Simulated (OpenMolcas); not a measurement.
# Al+: CASPT2 settings compared

```
Program             : OpenMolcas 26.06
Basis               : ANO-L-VQZP [6s5p3d2f]
Scalar Hamiltonian  : non-relativistic, point nucleus
Active space        : 2 electrons in 4 orbitals (3s 3p)
State averaging     : 2S+1 = 3 even, 3 roots (0 in the spin-orbit step); 2S+1 = 1 even, 1 root; 2S+1 = 3 odd, 3 roots; 2S+1 = 1 odd, 3 roots
Spin-orbit coupling : state interaction with AMFI integrals over the reference wave functions, term energies averaged over their components
```

Methods on the same reference wave functions:
A. CASSCF
B. SS-CASPT2, IPEA 0.75 Eh, real shift 0.25 Eh (closed shells correlated: 2s 2p)
C. SS-CASPT2, IPEA 0.1 Eh, sigma1 regulariser 0.2 Eh (closed shells correlated: 2s 2p)
D. SS-CASPT2, IPEA 0.4 Eh, real shift 0.3 Eh (closed shells correlated: 2s 2p)

Energies in cm⁻¹ above 3s² ¹S₀, the measured ground level; measured values from NIST Handbook of Basic Atomic Spectroscopic Data.

```csv
Level,A,B,C,D,Measured
3s² ¹S₀,0.0,0.0,0.0,0.0,0.0
3s 3p ³P°₀,37110,36996,36666,36881,37393
3s 3p ³P°₁,37158,37044,36714,36929,37454
3s 3p ³P°₂,37255,37141,36810,37025,37578
3s 3p ¹P°₁,67739,63310,61250,62597,59852
```

Deviations, from unrounded energies. A percentage is the sum of absolute deviations over the sum of measured energies, with the sign that they share, or ± where signs differ.

| Against measurement | Levels | A | B | C | D |
| --- | --- | --- | --- | --- | --- |
| mean absolute deviation (cm-1) | 4 | 2200 | 1200 | 910 | 1100 |
| other configurations (%) | 4 | ±5.1 | ±2.7 | ±2.1 | ±2.5 |

C lies closest to measurement on these levels and A furthest from it. The largest miss of C in the table is 3s 3p ¹P°₁, by +1400 cm-1. The ranking rests on the paired levels alone, and a cruder setting can come out closer through cancelling errors.

Among B to D the level of the table that moves most is 3s 3p ¹P°₁, by 2100 cm-1 (lowest in C, highest in B).

The lowest spin-free term lies below A's lowest term by 0.026 hartree in B, 0.026 hartree in C, 0.026 hartree in D.

Without dynamic correlation excited terms often stand tens of per cent too high (terms of higher spin than the ground term too low), and those without a measured partner can miss by more than the paired ones (holds for A). Measured partners are found by configuration, term and J. A level has none where our copy of the source lacks it or the pairing is in doubt (some pairs that miss far off the trend of their configuration count as doubtful), and it then counts in no deviation. Only configurations of the active space appear.

° marks odd parity.
